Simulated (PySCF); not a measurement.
Q: What does the PBE0-D3(BJ)/def2-SVP structure of `[NH3+][SiH2]C(Cl)Cl` look like in three dimensions? (Charge +1.)

A: 
```
atom  x, y, z in Å
N1     1.2887   -0.4150   -0.3824
Si2    0.1626    0.8936    0.3947
C3    -1.4747   -0.0229    0.1633
Cl4   -1.3253   -1.5548    1.0616
Cl5   -1.6736   -0.2793   -1.5884
H6     0.9563   -0.6161   -1.3381
H7     1.2099   -1.2981    0.1432
H8     2.2821   -0.1594   -0.4364
H9     0.3535    2.0797   -0.4673
H10    0.6323    0.9950    1.7929
H11   -2.3660    0.5027    0.5338
```

Any rigid rotation of these coordinates is as good. Atoms count from 1 in this order. Si2 (SiH2 silicon) is distorted tetrahedral (angles from 97.5° to 117.1°). Of the pairs four or more bonds apart, Cl5···H6 is among the closest relative to their van der Waals radii: 2.66 Å, 90 % of the sum of Bondi's values. N1 (nitrogen bonded to Si and 3 H) is distorted tetrahedral (angles from 106.3° to 115.1°).

Bonds between heavy atoms (Å): N1–Si2 1.893, Si2–C3 1.891, C3–Cl4 1.782, C3–Cl5 1.782.

Computed, not measured: PBE0-D3(BJ)/def2-SVP geometry optimisation, gas phase in PySCF 2.14.0.

Stationary, but not proved a minimum. Torsions: N1–Si2–C3–Cl4 60°.

One conformer stands for the species.
